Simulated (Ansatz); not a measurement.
```xyz
2

P     0.0000    0.0000   -1.0211
P     0.0000    0.0000    1.0211
```

Basis set: def2-TZVP (spherical functions). Frozen core: 10 orbitals. Charge 0, multiplicity 1.

Computed with Ansatz (development build ahead of 0.2.0); each method stands on the lowest determinant of its kind that the runs found. Restricted open shells among the atoms or ions are ROHF, correlated in semicanonical orbitals with singles.

The atomization energy at this shape (free ground-state atoms in the same class of orbitals less the molecule, no zero-point energy) of singlet P₂:

```csv
method,atomization energy
RHF,1.03 eV
```

(1) What does RHF-MP2 give?

Results:

(1) 4.51 eV. Caution: in another basis set an unrestricted determinant lies well below; the shape is not the minimum.
